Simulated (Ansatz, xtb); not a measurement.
Ranking isomers of Br2GeH4Si

3 gas-phase structures of Br2GeH4Si, from a drawn sample of its isomers (lower ones may exist). Each was relaxed with GFN2-xTB; where two conformers were screened, the lower at r2SCAN-D4/def2-SVP is listed:

A. `[GeH3][SiH](Br)Br`, a singlet
B. `Br[SiH2][GeH2][Br]`, a singlet
C. `[SiH3][GeH]([Br])[Br]`, a singlet

Task: Make a reasoned guess at their ranking by r2SCAN-D4/def2-SVP single-point energy.

Result: Calculated order at r2SCAN-D4/def2-SVP: A (0.0), B (3.0), C (3.4) kcal/mol. Less than 1 kcal/mol parts B and C, so the order within that pair means little.

Energies above the lowest of each column, in kcal/mol; the last columns are at PBE0-D3(BJ)/def2-SVP geometries:

```json
{"structure": "A", "GFN2-xTB": "18.8", "HF/STO-3G": "0.0", "r2SCAN-D4/def2-SVP": "0.0", "PBE0-D3(BJ)/def2-SVP": "0.0", "CCSD(T)/def2-SVP + ΔMP2/def2-TZVPP": "0.0"}
{"structure": "B", "GFN2-xTB": "6.6", "HF/STO-3G": "3.0", "r2SCAN-D4/def2-SVP": "3.0", "PBE0-D3(BJ)/def2-SVP": "2.8", "CCSD(T)/def2-SVP + ΔMP2/def2-TZVPP": "2.8"}
{"structure": "C", "GFN2-xTB": "0.0", "HF/STO-3G": "4.9", "r2SCAN-D4/def2-SVP": "3.4", "PBE0-D3(BJ)/def2-SVP": "3.4", "CCSD(T)/def2-SVP + ΔMP2/def2-TZVPP": "3.6"}
```

CCSD(T)/def2-SVP + ΔMP2/def2-TZVPP puts A lowest; GFN2-xTB picks C. Flexible structures stand in one conformer each, not always the lowest. ΔMP2 is the change of the MP2 energy from the smaller to the larger basis.

Programs: Ansatz 0.2.0, xtb 6.7.1.
